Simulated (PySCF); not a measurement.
Input file for PySCF: R-HF/3-21G on CH4O (a complex), monomers drawn apart or pushed together.

```python
from pyscf import gto, scf, dft, mp
from pyscf.data.elements import chemcore

mol = gto.M(
    atom='''
    C    -0.35073975   -0.50688680    0.04175197
    O     0.32918566    0.24201725   -0.60192827
    H    -1.40291903   -0.27408985    0.29596654
    H     0.03506060   -1.47353629    0.41948259
    H     0.08135571    0.56530640    5.41822208
    H    -0.35964792    0.06932642    5.75535452
    ''',
    basis='3-21g',
    charge=0, spin=0, verbose=3, max_memory=1800)
mf = scf.RHF(mol)
mf.conv_tol = 1e-8
mf.max_cycle = 100
mf.kernel()
if not mf.converged:
    mf = mf.newton().run(mf.mo_coeff, mf.mo_occ)
```

**Question.** What total energy does the run end on?

**Answer.** -114.3439 hartree.
